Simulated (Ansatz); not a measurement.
**Run times for BNO2F− (SMILES [B]F.O=N[O-])**

The species is BNO2F− (5 atoms), meant as a singlet with charge -1. SMILES: `[B]F.O=N[O-]`.

| atom | x (Å) | y (Å) | z (Å) |
| --- | --- | --- | --- |
| B | 0.0000 | 0.0000 | -0.6222 |
| F | 0.0000 | 0.0000 | 0.6222 |
| O | 0.7771 | 4.1907 | 0.8248 |
| N | 0.5406 | 2.9571 | 0.6249 |
| O | 1.3939 | 2.3022 | -0.0539 |

Program: Ansatz 0.2.0. Hardware: 1 thread of Intel Xeon at 2.70GHz, shared host, so times are rough. Ansatz fits the integrals of SCF and DFT runs by default. Its times include its search for lower SCF states.

Estimate their order by wall time, quickest first.
A. energy at B3LYP/6-311+G**
B. energy at CCSD(T)/6-31G* (Cartesian functions), 5 core orbitals frozen
C. energy at SVWN5/6-31G* (Cartesian functions)

C (0.63 s), A (2 s), B (5.1 s).
